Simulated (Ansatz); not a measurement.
`CCCCC(C)CC` + `C[O][SnH2][SeH]` → `C[O][SnH2][Se]C` + `CCCCC(C)C`  (substitution at a C–C bond)

Computed with Ansatz on PBE0-D4/def2-TZVP structures; ΔE is electronic, products minus reactants. CCSD(T)/CBS is the MP2 limit (def2-TZVPP, def2-QZVPP) plus CCSD(T) − MP2 in def2-TZVPP, frozen cores. DFT in def2-TZVPP. B3LYP here is the variant with VWN-RPA as its local correlation; programs differ in this. Elements past krypton have def2 core potentials. For Se, Sn outer-core shells are correlated without core-valence functions, which leaves a few kJ/mol of doubt a bond. Scalar relativity is left out up to krypton. One conformer a species, not always the lowest.

Is it downhill or uphill in electronic energy at CCSD(T)/CBS, and by how much? (Estimate.)

Computed: Uphill: ΔE = +1.0 kcal/mol.

What do these levels give: r2SCAN-D4, B3LYP-D4, PBE, B3LYP, HF/def2-TZVPP, SCS-MP2/def2-TZVPP, CCSD/def2-TZVPP, CCSD(T)/def2-TZVPP, HF/def2-QZVPP, MP2/def2-QZVPP, SCS-MP2/def2-QZVPP, CCSD/CBS(def2)? (An estimate is asked.)

Ansatz gave: r2SCAN-D4 0.9, B3LYP-D4 0.4, PBE -0.1, B3LYP -0.1, HF/def2-TZVPP 0.8, SCS-MP2/def2-TZVPP 0.5, CCSD/def2-TZVPP 1.4, CCSD(T)/def2-TZVPP 1.2, HF/def2-QZVPP 0.8, MP2/def2-QZVPP 0.5, SCS-MP2/def2-QZVPP 0.4, CCSD/CBS(def2) 1.2 kcal/mol.

Largest T1 diagnostic among the species: 0.012.

From PBE to PBE0 (25 % exact exchange), in def2-TZVPP and without D4, ΔE moves by +0.8 kcal/mol.
